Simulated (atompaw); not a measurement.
# What one change does to a pseudopotential (Ir (Z = 77), PAW (atompaw))

iridium, PAW, made with atompaw 4.2.0.5 (PBEsol, scalar-relativistic). Core [Kr] 4d10 4f14 5s2, reference 5p6 5d7 6s2 6p0. Waves: 6s (bound); 6s channel at 2.8 Ry; 5p (bound); 6p (bound, empty); 5d (bound); 5d channel at -0.2 Ry. Local part: bessel scheme, radius 2.25 bohr. Core correction: smooth core density matched at 1.60 bohr. Augmentation charge: gaussian compensation charge, radius 1.90 bohr; PAW radius 2.50 bohr; waves and projectors: bloechl.

Change: local potential troulliermartins scheme with l = 3 at 0 Ry, radius 2.25 bohr.

Cutoffs: the cutoffs (Ry, on a coarse ladder) from which the occupation-weighted sum of valence levels, in a spherical-Bessel basis at the reference potential, stays within 10 and 1 mRy of its value at 400 Ry; they do not see the model core or the augmentation charge, which bear on the density cutoff.

**Question.** What does the change do?

**Answer.** The potential gets harder (30 Ry and 40 Ry → 35 Ry and 50 Ry); the s channel binds one level more than in the base; neither file shows a bound ghost.

| quantity | base | changed |
| --- | --- | --- |
| cutoff, loose | 30 Ry | 35 Ry |
| cutoff, tight | 40 Ry | 50 Ry |
| loose cutoff by channel (10 mRy a level) | s 6 Ry, p 25 Ry, d 18 Ry | s 6 Ry, p 25 Ry, d 21 Ry |
| bound ghosts | none | none |
| s: phases at 2.51 bohr within 0.05 rad from the reference energy up to (Ry; the scan ends near 5) | to the end of the scan | to the end of the scan |
| p: phases at 2.51 bohr within 0.05 rad from the reference energy up to (Ry; the scan ends near 5) | to the end of the scan | to the end of the scan |
| d: phases at 2.51 bohr within 0.05 rad from the reference energy up to (Ry; the scan ends near 5) | 1.3 | 1.1 |
| lowest overlap eigenvalue by channel | s 0.42, p 0.66, d 0.01 | s 0.35, p 0.81, d 0.01 |

 The cutoffs see the waves, projectors and local potential, not the compensation charge or the core.
